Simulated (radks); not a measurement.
Spherical jellium clusters: N electrons in a uniform positive sphere of charge N and radius rs N^(1/3), rs = 3.56 bohr. Level of theory: non-relativistic Kohn-Sham, PBE, spin-polarised, spherical densities (a radial shooting solver with Libxc functionals). Levels are named by radial order and angular momentum (1s, 1p, 1d, 2s, ...), and open shells are averaged over m. Each electron was tried in the lowest free levels, single moves between levels near the top were tried too, and the lowest total energy was kept; such a search can miss a lower state. The series stops at N = 16: beyond it a trial failed or the search could not be trusted, so later rows were left out. Energies include the self-energy of the background; IP and EA are vertical (highest electron removed, lowest free level filled), at fixed background; spill-out counts the electrons outside the background radius R, and alpha is the static dipole polarisability from linear response (closed shells only). A dash means not computed or, for alpha, an open shell; in EA it means that no bound solution was reached, which is typical of self-interaction and does not show that the anion is unstable. Real open-shell clusters deform, which this model forbids.

N	open shells	2S	E(N+1) + E(N-1) - 2E(N) (eV)	IP (eV)	-e(HOMO) (eV)	spill-out (e)
1	1s(up 1, down 0)	1	-	-	3.313	0.40
2	none	0	1.214	5.685	3.500	0.59
3	1p(up 1, down 0)	1	-0.764	4.053	2.264	0.91
4	1p(up 2, down 0)	2	-0.527	4.729	2.870	1.09
5	1p(up 3, down 0)	3	0.516	5.090	3.255	1.23
6	1p(up 3, down 1)	2	-0.531	4.424	2.845	1.38
7	1p(up 3, down 2)	1	-0.347	4.867	3.241	1.49
8	none	0	1.455	5.124	3.508	1.59
9	1d(up 1, down 0)	1	-0.334	3.587	2.151	1.79
10	1d(up 2, down 0)	2	-0.279	3.909	2.472	1.94
11	1d(up 3, down 0)	3	-0.236	4.153	2.725	2.07
12	1d(up 4, down 0)	4	-0.202	4.346	2.932	2.18
13	1d(up 5, down 0)	5	0.500	4.502	3.104	2.27
14	1d(up 5, down 0) 2s(up 1, down 0)	6	-0.203	3.956	2.699	2.53
15	1d(up 5, down 2)	3	-0.236	4.159	2.855	2.48
16	1d(up 5, down 3)	2	-	4.337	3.040	2.57

All shells are closed at N = 2, 8 (there: 1s2 1p6); the second difference of the energy has clear peaks (12 % above both neighbours; the first and last values, which can be the largest, are not judged, and half-filled shells can peak too) at N = 5, 8, 13.
